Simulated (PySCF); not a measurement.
Gas-phase reaction: 2 GeH₂ + 2 HF + GeF₄ = 3 GeH₂F₂

Energies from PySCF, thermal terms from the rigid-rotor harmonic-oscillator model, ideal gas at 1 bar. † marks an energy on the PBE0/def2-TZVP geometry and frequencies; other levels use their own. MP2 freezes the core. 6-31G* has spherical d functions here. All species are closed-shell singlets. B3LYP is the form with VWN-RPA correlation. Ge: all electrons, no relativistic terms. GeH₂, GeH₂F₂: computed as isolated molecules; such fragments, hydroxides, amides, oligomers or adducts are transient or little studied in the gas. MP2 isn't extrapolated to the basis-set limit.

```
level             ΔH°(298 K), kJ
----------------  --------------
B3LYP/def2-TZVP†            -446
HF/6-31G*             (withheld)
HF/def2-TZVP†               -459
MP2/def2-SVP†         (withheld)
MP2/def2-TZVPP†             -487
PBE/def2-SVP          (withheld)
PBE0/def2-QZVP†             -459
PBE0/def2-SVP†        (withheld)
PBE0/def2-TZVP              -469
```

### Question
Complete the blanks.

### Answer

- HF/6-31G*, ΔH°(298 K), kJ: -485
- MP2/def2-SVP†, ΔH°(298 K), kJ: -498
- PBE/def2-SVP, ΔH°(298 K), kJ: -495
- PBE0/def2-SVP†, ΔH°(298 K), kJ: -496
